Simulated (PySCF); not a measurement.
A calculation to check before its numbers are used.

A core-ionisation job on C3H4AlFO2, SMILES `[F][Al@@H-]1[O]C=CC=[O+]1`. The calculation used delta-SCF UKS PBE0, pcX-2 on the ionised atom, pcseg-1 elsewhere, spin-free X2C in PySCF 2.14.0.

Driver input (Å, PBE0-D3(BJ)/def2-SVP geometry):

```
{"job": {"kind": "xps", "xc": "PBE0"}, "charge": 0, "multiplicity": 1}
F     -2.5431    -0.1258     1.2694
Al    -1.7698    -0.0718    -0.2121
O     -0.4539    -1.3717    -0.1897
C      0.7846    -1.1904     0.0153
C      1.4103     0.0491     0.1618
C      0.6863     1.2398     0.0634
O     -0.5620     1.3303    -0.1382
H     -2.6190    -0.0801    -1.5340
H      1.4004    -2.1045     0.0680
H      2.4857     0.0891     0.3317
H      1.2274     2.1971     0.1554
```

Output:

```
ground state, core basis on atom 0 (F), 153 functions
  cycle   1  E = -609.51972958  |g| = 1.00e+00
  cycle   2  E = -609.10320779  |g| = 1.84e+00
  cycle   3  E = -609.69689821  |g| = 1.55e-01
  cycle   4  E = -609.70152645  |g| = 8.18e-02
  cycle   5  E = -609.70284055  |g| = 1.99e-02
  cycle   6  E = -609.70290538  |g| = 4.42e-03
  cycle   7  E = -609.70290864  |g| = 1.01e-03
  cycle   8  E = -609.70290928  |g| = 2.32e-04
  E(ground) = -609.70276688 Eh
hole in F 1s of atom 0
  cycle   1  E = -583.44800942  |g| = 2.60e+00
  cycle   2  E = -583.66328531  |g| = 1.93e+00
  cycle   3  E = -584.34096606  |g| = 1.81e-01
  cycle   4  E = -584.34687883  |g| = 2.72e-02
  cycle   5  E = -584.34713890  |g| = 1.61e-02
  cycle   6  E = -584.34724364  |g| = 6.27e-03
  cycle   7  E = -584.34725811  |g| = 8.10e-04
  cycle   8  E = -584.34725865  |g| = 4.98e-04
  E(ion) = -584.34728013 Eh   <S^2> = 0.7549   hole on atom = 1.000   binding energy = 689.958 eV
ground state, core basis on atom 1 (Al), 164 functions
  cycle   1  E = -609.70483589  |g| = 1.88e-01
  cycle   2  E = -609.70433982  |g| = 9.16e-02
  cycle   3  E = -609.70468021  |g| = 7.65e-02
  cycle   4  E = -609.70560637  |g| = 9.99e-03
  cycle   5  E = -609.70561982  |g| = 3.68e-03
  cycle   6  E = -609.70562171  |g| = 1.35e-04
  E(ground) = -609.70547841 Eh
hole in Al 1s of atom 1
  cycle   1  E = -551.17145800  |g| = 4.02e+00
  cycle   2  E = -551.75049339  |g| = 1.71e+00
  cycle   3  E = -552.08780415  |g| = 4.64e-01
  cycle   4  E = -552.14187101  |g| = 2.87e-01
  cycle   5  E = -552.16822863  |g| = 5.61e-02
  cycle   6  E = -552.16947672  |g| = 1.21e-02
  cycle   7  E = -552.16951864  |g| = 5.96e-03
  cycle   8  E = -552.16953286  |g| = 1.26e-03
  cycle   9  E = -552.16953441  |g| = 1.65e-04
  E(ion) = -552.16939381 Eh   <S^2> = 0.7517   hole on atom = 1.000   binding energy = 1565.637 eV
hole in Al 2p of atom 1
  cycle   1  E = -606.47851926  |g| = 1.09e+00
  cycle   2  E = -606.59877352  |g| = 7.27e-01
  cycle   3  E = -606.72603092  |g| = 2.02e-01
  cycle   4  E = -606.73928504  |g| = 7.01e-02
  cycle   5  E = -606.74070040  |g| = 2.30e-02
  cycle   6  E = -606.74089883  |g| = 6.84e-03
  cycle   7  E = -606.74091573  |g| = 1.53e-03
  cycle   8  E = -606.74091702  |g| = 5.36e-04
  cycle   9  E = -606.74091617  |g| = 1.22e-04
  E(ion) = -606.74077544 Eh   <S^2> = 0.7520   hole on atom = 1.004   binding energy = 80.674 eV
  2p3/2 = 80.600 eV   2p1/2 = 81.030 eV
ground state, core basis on atom 2 (O), 153 functions
  cycle   1  E = -609.68085206  |g| = 9.43e-02
  cycle   2  E = -609.68031791  |g| = 6.53e-02
  cycle   3  E = -609.68051180  |g| = 5.74e-02
  cycle   4  E = -609.68112380  |g| = 4.71e-03
  cycle   5  E = -609.68112640  |g| = 1.32e-03
  cycle   6  E = -609.68112711  |g| = 3.22e-04
  E(ground) = -609.68087201 Eh
hole in O 1s of atom 2
  cycle   1  E = -589.05670750  |g| = 2.24e+00
  cycle   2  E = -588.61350824  |g| = 2.16e+00
  cycle   3  E = -589.77506937  |g| = 4.98e-01
  cycle   4  E = -589.79489599  |g| = 4.36e-01
  cycle   5  E = -589.89496986  |g| = 5.17e-02
  cycle   6  E = -589.89579026  |g| = 2.84e-02
  cycle   7  E = -589.89610511  |g| = 8.86e-03
  cycle   8  E = -589.89613511  |g| = 2.37e-03
  cycle   9  E = -589.89613963  |g| = 1.13e-03
  cycle  10  E = -589.89614083  |g| = 5.82e-04
  cycle  11  E = -589.89614172  |g| = 3.95e-04
  E(ion) = -589.89580505 Eh   <S^2> = 0.7593   hole on atom = 1.000   binding energy = 538.379 eV
ground state, core basis on atom 3 (C), 153 functions
  cycle   1  E = -609.65539101  |g| = 9.43e-02
  cycle   2  E = -609.65311245  |g| = 1.33e-01
  cycle   3  E = -609.65629933  |g| = 2.20e-02
  cycle   4  E = -609.65637563  |g| = 9.49e-03
  cycle   5  E = -609.65639829  |g| = 8.97e-04
  cycle   6  E = -609.65639922  |g| = 4.18e-04
  E(ground) = -609.65573747 Eh
hole in C 1s of atom 3
  cycle   1  E = -598.30518786  |g| = 1.51e+00
  cycle   2  E = -596.47228465  |g| = 2.12e+00
  cycle   3  E = -598.70965201  |g| = 5.15e-01
  cycle   4  E = -598.83304867  |g| = 2.89e-01
  cycle   5  E = -598.85284080  |g| = 1.99e-01
  cycle   6  E = -598.86771664  |g| = 7.35e-02
  cycle   7  E = -598.86980970  |g| = 2.75e-02
  cycle   8  E = -598.87022044  |g| = 9.49e-03
  cycle   9  E = -598.87040977  |g| = 6.93e-03
  cycle  10  E = -598.87060600  |g| = 5.68e-03
  cycle  11  E = -598.87092293  |g| = 3.94e-03
  cycle  12  E = -598.87122752  |g| = 2.41e-03
  cycle  13  E = -598.87123457  |g| = 6.99e-04
  cycle  14  E = -598.87123861  |g| = 3.66e-04
  E(ion) = -598.87066337 Eh   <S^2> = 0.9376   hole on atom = 1.000   binding energy = 293.477 eV
ground state, core basis on atom 4 (C), 153 functions
  cycle   1  E = -609.65475263  |g| = 6.00e-02
  cycle   2  E = -609.65465550  |g| = 2.65e-02
  cycle   3  E = -609.65461575  |g| = 2.93e-02
  cycle   4  E = -609.65483088  |g| = 5.42e-03
  cycle   5  E = -609.65483701  |g| = 4.79e-04
  E(ground) = -609.65419842 Eh
hole in C 1s of atom 4
  cycle   1  E = -598.40208971  |g| = 1.52e+00
  cycle   2  E = -597.73095759  |g| = 1.85e+00
  cycle   3  E = -598.84370801  |g| = 5.60e-01
  cycle   4  E = -598.92118516  |g| = 3.52e-01
  cycle   5  E = -598.96719169  |g| = 4.18e-02
  cycle   6  E = -598.96781890  |g| = 1.31e-02
  cycle   7  E = -598.96789052  |g| = 3.84e-03
  cycle   8  E = -598.96789608  |g| = 1.87e-03
  cycle   9  E = -598.96789829  |g| = 4.45e-04
  E(ion) = -598.96732651 Eh   <S^2> = 0.7638   hole on atom = 1.000   binding energy = 290.805 eV
```

The program numbers atoms from 0. E(ground) and E(ion) are re-evaluated on a finer grid than the cycles, so they differ from the last cycles; that is no fault. The 2p3/2 and 2p1/2 values come from a spin–orbit splitting computed afterwards; their 2:1 mean is the average over the three 2p orbitals and can differ from the one hole solved. The Al 2p split of this scheme isn't reliable.

Do all binding energies of this run deserve the same trust?

No. Every hole passed the driver's convergence checks (|g| < 5e-4, core orbital emptied to over 0.9), but ⟨S²⟩ is 0.938 for C1s on atom 3, against 0.75 for a pure doublet, so the unrestricted ion state holds higher spin components.

What would you do next?

Recompute such holes with a restricted open-shell or spin-projected scheme and compare; until then these binding energies are doubtful.
